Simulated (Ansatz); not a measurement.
## Strength of the Ge–H bond: C2H6Ge → C2H5Ge + H

Species: C2H6Ge `C=[CH][GeH3]`, singlet; C2H5Ge `C=[CH][GeH2]`, doublet; H atom, doublet. 

Shapes, held fixed at every level: PBE0-D4/def2-TZVP. Flexible molecules stand in one conformer, not always the lowest. Programs: Ansatz 0.2.0. The zero-point and thermal change to 298 K, harmonic and unscaled (PBE0-D4/def2-TZVP), is -18.6 kJ/mol.

| level | kind | ΔH(298 K) (kJ/mol) |
| --- | --- | --- |
| HF/def2-SVP | Hartree–Fock | +264.0 |
| HF/def2-TZVPP | Hartree–Fock | +263.8 |
| SPW92/def2-TZVPP | LDA | +369.5 |
| PBE-D4/def2-TZVPP | GGA | +329.9 |
| B3LYP-D4/def2-TZVPP | global hybrid | +343.7 |
| r2SCAN0-D4/def2-TZVPP | global hybrid | +335.4 |
| wB97M-V/def2-TZVPP | range-separated hybrid | +348.2 |
| B2PLYP/def2-TZVPP | double hybrid | +345.2 |

B2PLYP/def2-TZVPP gives ΔH(298 K) = +345.2 kJ/mol; the levels span +263.8 to +369.5. The median of the levels is +339.5. Hartree–Fock misses the correlation of the pair that is broken and comes out low. No measured value is set beside it here. Spin contamination: C2H5Ge (⟨S²⟩ up to 0.88). Open shells run unrestricted unless RO is named. Relativity is left out for Ge unless named. Correlated rows may include outer-core shells of Ge, which these sets cover unevenly.
